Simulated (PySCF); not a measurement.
**Excitation energy of Tc⁺ by level of theory**

Tc⁺ [Kr] 4d5 5s1 (7S) → Tc⁺ [Kr] 4d5 5p1 (7P), as a difference of total energies. Computed with PySCF 2.14 in ANO-RCC-VTZP (7s6p4d2f1g, 68 functions), with scalar relativity by spin-free X2C-1e. Correlated levels: valence: [Kr] frozen. The calculations carry no spin-orbit coupling.

```
           method  excitation energy (eV)
              UHF                   4.459
    MP2 (valence)                   4.653
SCS-MP2 (valence)                   4.524
   CCSD (valence)                   4.648
CCSD(T) (valence)                   4.655
```

Problem. How much does correlation contribute at CCSD(T) (valence)?

Solution. 4.655 − (4.459) = 0.196 eV, measured against UHF.

A first-order spin-orbit estimate (lowest level to lowest level, LS coupling) adds -0.086 eV.

The basis was made for the ground configuration and has no added diffuse functions, so the excitation energy can come out too high.
